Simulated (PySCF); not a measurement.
**BH2(CF3): computed shieldings and shifts**

BH2(CF3), CH2BF3, point group Cs.

Bonds: B1-C4 1.596 Å, C4-F5 1.336 Å, C4-F6 1.352 Å, C4-F7 1.336 Å. B1 carries H2, H3.

GIAO calculations in PySCF 2.14 on the PBE0-D3(BJ)/def2-SVP structure: isolated species, non-relativistic, equivalent atoms averaged; basis pcSseg-1.

(1) Give the isotropic shieldings (ppm) with PBE0, wB97X-D.

(2) And the chemical shifts, against references computed in the same way?

(3) Which part of the shielding of F5/F6/F7 depends on the functional?

(4) What couplings does B3LYP/pcJ-1 give?

## Answers

(1) 
```tsv
atoms	environment	PBE0	wB97X-D
F5/F6/F7	fluorine bonded to C	262.2	266.3
C4	carbon bonded to B, 3 F	54.1	54.7
B1	boron bonded to C, 2 H	20.7	27.0
H2/H3	hydrogen on a boron bonded to C	24.23	24.59
HOMO–LUMO gap (eV)	–	7.39	11.38
```

(2) 
| atoms | nucleus, reference | PBE0 | wB97X-D |
| --- | --- | --- | --- |
| F5/F6/F7 | 19F, CFCl3 | -84.9 | -79.2 |
| C4 | 13C, TMS | 130.3 | 129.9 |
| B1 | 11B, BF3·OEt2 | 80.0 | 74.6 |
| H2/H3 | 1H, TMS | 7.04 | 6.79 |

(3) Diamagnetic: PBE0 473, wB97X-D 473 ppm; paramagnetic: PBE0 -211, wB97X-D -207 ppm. The diamagnetic part, set mainly by inner electrons, hardly moves; the paramagnetic part goes with low-lying magnetically allowed excitations and carries the spread.

(4) 1J(C4,F5) = -356.2, 1J(B1,H2) = 151.2, 1J(B1,C4) = 93.6, 2J(F5,F6) = 114.2, 2J(B1,F5) = 50.8, 2J(H2,C4) = 5.5, 2J(H2,H3) = 4.8, 3J(H2,F5) = 9.5 Hz (averaged over equivalent pairs; isotopes 13C, 19F, 11B, 1H).

Unscaled 19F shifts against computed CFCl3 carry errors that often reach 10 to 50 ppm.
